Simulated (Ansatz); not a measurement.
AlFH₃NO, SMILES `[NH2][Al]([OH])[F]` at its PBE0-D4/def2-TZVP geometry, where that method's forces vanish. The species carries charge 0 and has multiplicity 1.

```xyz
7

N     0.6694    0.7182    0.7230
Al    0.1107   -0.4958   -0.4146
O    -1.4973   -0.7338   -0.8597
F     1.2301   -1.4820   -1.1057
H     1.6355    0.8440    0.9758
H     0.0878    1.3782    1.2102
H    -2.2363   -0.2288   -0.5290
```

**Question.** What forces (eV/Å) does r2SCAN-D4/def2-TZVPP give on these atoms in Ansatz? (An estimate is asked.)

**Answer.** Ansatz gave: 
```
N1  -0.014 -0.042 -0.038
Al2 -0.002  0.013  0.011
O3  -0.014 -0.013 -0.013
F4   0.027 -0.029 -0.021
H5   0.003  0.037  0.032
H6   0.028  0.029  0.029
H7  -0.029  0.005  0.000
```
